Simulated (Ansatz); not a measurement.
Job for Ansatz (a program for electronic structure): R-wB97X-V/def2-TZVPPD on C2H7F (a complex), monomers drawn apart or pushed together. Files ending in .json are basis or fitting sets from the Basis Set Exchange.

Ansatz 0.2 input:
```yaml
crystal:
  periodic: [false, false, false]
  atoms:
    - {symbol: C, position_ang: [0.02743030, -0.00824191, 0.12951029]}
    - {symbol: H, position_ang: [-0.21483922, -1.06688245, 0.21922513]}
    - {symbol: H, position_ang: [-0.37781956, 0.53287977, 0.98270348]}
    - {symbol: H, position_ang: [1.10976027, 0.11449448, 0.09975830]}
    - {symbol: H, position_ang: [-0.40412800, 0.38253489, -0.79103829]}
    - {symbol: C, position_ang: [0.12900787, -0.54614201, 5.84972776]}
    - {symbol: F, position_ang: [-0.55784718, 0.65143404, 5.68262933]}
    - {symbol: H, position_ang: [-0.54894824, -1.37242734, 5.63314865]}
    - {symbol: H, position_ang: [0.97403503, -0.56494954, 5.16116318]}
    - {symbol: H, position_ang: [0.47978763, -0.60624241, 6.88066498]}
basis:
  gaussian:
    orbitals: def2-TZVPPD.json
hamiltonian:
  xc: {name: wB97X-V}
scf: {lower_state_search: off}
```

The log:

```
WARN ansatz: RAYON_NUM_THREADS=1 ignored (pool sized by the plan → 1); use --threads N
Functional definition: wB97X-V
these checks for a lower state are left out or cut short: stability, starts, cluster_reference, orbital_swaps, neighbouring_geometries, increment
integrals: 0.12 GiB planned
958 factors; their error is unknown
integrals: 0.15 GiB planned
328 factors; integrals over basis functions are off by at most 2.6e-5 eV
mean field: 1.18 GiB planned
mean field evaluation 1: about -4902.5048 eV, gradient 3.9e1 eV
mean field evaluation 2: about -4904.0357 eV, gradient 2.9e1 eV
mean field evaluation 4: about -4905.4924 eV, gradient 1.5e0 eV
mean field evaluation 8: about -4905.4833 eV, gradient 5.9e-1 eV
mean field evaluation 16: about -4905.4836 eV, gradient 1.6e-6 eV
mean field -4905.48364340 eV, -180.2731988389 hartree, gradient 1.6e-6 eV, S^2 0.000000; 0 other end points of the search recorded, 0 dependent functions left out
reference -4905.48364074 eV, -180.2731987410 hartree; 14, 14 occupied and 219, 219 virtual orbitals, 958 factors
Total energy: -4905.48364074 eV, -180.2731987410 hartree
Checks for a lower state left out: stability, starts, cluster_reference, orbital_swaps, neighbouring_geometries, increment
```

The run converged.

Cost: roughly 7 core-seconds.
